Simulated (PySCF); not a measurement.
C₅H₃Cl, SMILES C#CC=C=CCl. Heavy atoms are numbered as in [CH:1]#[C:2][CH:3]=[C:4]=[CH:5][Cl:6]. Hydrogens are named by the atom that carries them.

Geometry: PBE0-D3(BJ)/def2-SVP. The structure was generated by enumeration, and PubChem lists no compound with its InChIKey, so it may never have been made.

Calculation: PySCF with ωB97X/def2-TZVP.

ESP charges are fitted to the potential on shells at 1.4 to 2.0 van der Waals radii. Atomic charges (e), one atom of each kind:

```
atom     ESP fit  Löwdin  Mulliken    IAO
-------  -------  ------  --------  -----
C1 (CH)    -0.59   -0.07     -0.07  -0.22
C2          0.31   -0.10     -0.16    ___
C3 (CH)    -0.40   -0.14     -0.10  -0.17
C4          0.20   -0.06     -0.13   0.04
C5 (CH)    -0.31   -0.45     -0.05  -0.19
Cl6        -0.03    0.37     -0.06    ___
H on C1     0.36    0.13      0.22    ___
H on C3     0.23    0.18      0.17   0.19
H on C5     0.23    0.14      0.18    ___
```

Problem. Fill in the missing entries. (An estimate is asked for; the answer gives what the named calculation found.)

Solution. 
- C2, IAO: -0.02
- Cl6, IAO: -0.02
- H on C1, IAO: 0.21
- H on C5, IAO: 0.19

Computed Mayer and Wiberg (Löwdin basis) orders of the bonds:
```tsv
bond	Mayer	Wiberg
C1–C2	2.78	2.91
C2–C3	1.17	1.32
C3–C4	1.89	1.95
C4–C5	1.90	2.12
C5–Cl6	1.15	1.69
```
